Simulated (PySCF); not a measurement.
**`InChI=1S/C8H9/c1-8-6-4-2-3-5-7-8/h2-7H,1H3/q+1`, charge +1**

Molfile (atoms numbered from 1):
```
C8H9
     RDKit          3D

 17 17  0  0  0  0  0  0  0  0999 V2000
    2.5444   -0.0839    0.0014 C   0  0  0  0  0  0  0  0  0  0  0  0
    1.0510   -0.0322   -0.0267 C   0  0  0  0  0  0  0  0  0  0  0  0
    0.4407    1.2289    0.1193 C   0  0  0  0  0  0  0  0  0  0  0  0
   -0.9058    1.5771    0.1570 C   0  0  0  0  0  0  0  0  0  0  0  0
   -2.0386    0.7612    0.0555 C   0  0  0  0  0  0  0  0  0  0  0  0
   -2.0846   -0.6187   -0.1066 C   0  0  0  0  0  0  0  0  0  0  0  0
   -1.0085   -1.5084   -0.2052 C   0  0  0  0  0  0  0  0  0  0  0  0
    0.3582   -1.2500   -0.1718 C   0  0  0  0  0  0  0  0  0  0  0  0
    2.9370   -0.9294   -0.5790 H   0  0  0  0  0  0  0  0  0  0  0  0
    2.9948    0.8474   -0.3665 H   0  0  0  0  0  0  0  0  0  0  0  0
    2.8830   -0.2199    1.0445 H   0  0  0  0  0  0  0  0  0  0  0  0
    1.1351    2.0694    0.2170 H   0  0  0  0  0  0  0  0  0  0  0  0
   -1.1068    2.6456    0.2822 H   0  0  0  0  0  0  0  0  0  0  0  0
   -3.0035    1.2740    0.1109 H   0  0  0  0  0  0  0  0  0  0  0  0
   -3.0813   -1.0662   -0.1638 H   0  0  0  0  0  0  0  0  0  0  0  0
   -1.2798   -2.5614   -0.3288 H   0  0  0  0  0  0  0  0  0  0  0  0
    0.9952   -2.1341   -0.2763 H   0  0  0  0  0  0  0  0  0  0  0  0
  1  2  1  0
  2  3  2  0
  3  4  1  0
  4  5  2  0
  5  6  1  0
  6  7  2  0
  7  8  1  0
  8  2  1  0
  1  9  1  0
  1 10  1  0
  1 11  1  0
  3 12  1  0
  4 13  1  0
  5 14  1  0
  6 15  1  0
  7 16  1  0
  8 17  1  0
M  CHG  1   8   1
M  END
```

Computed with TDDFT wB97X/aug-cc-pVDZ excited states, vertical, gas phase in PySCF. Geometry: PBE0-D3(BJ)/def2-SVP.

Problem. Give the one- and two-photon strengths of the lowest singlets.

Solution. δ for parallel linear polarisation; σ at the peak of a Lorentzian of half width 0.1 eV, single beam; Ω is circular over linear.
| state | E (eV) | f | photon λ (nm) | δ (au) | σ (GM) | Ω | main |
| --- | --- | --- | --- | --- | --- | --- | --- |
| S1 | 4.77 | 0.028 | 519 | 19.1 | 0.16 | 0.87 | HOMO→LUMO+1 0.62, HOMO−1→LUMO 0.37 |
| S2 | 4.82 | 0.007 | 515 | 4.08 | 0.04 | 1.50 | HOMO→LUMO 0.64, HOMO−1→LUMO+1 0.34 |
| S3 | 6.16 | 0.487 | 403 | 1.69 | 0.02 | 1.50 | HOMO−1→LUMO+1 0.63, HOMO→LUMO 0.34 |
| S4 | 6.20 | 0.781 | 400 | 35.3 | 0.50 | 0.66 | HOMO−1→LUMO 0.61, HOMO→LUMO+1 0.36 |
| S5 | 6.31 | 0.005 | 393 | 0.11 | 0.00 | 0.64 | HOMO−3→LUMO 0.96 |

Among these, the strongest one-photon state is S4, the strongest two-photon state S4.
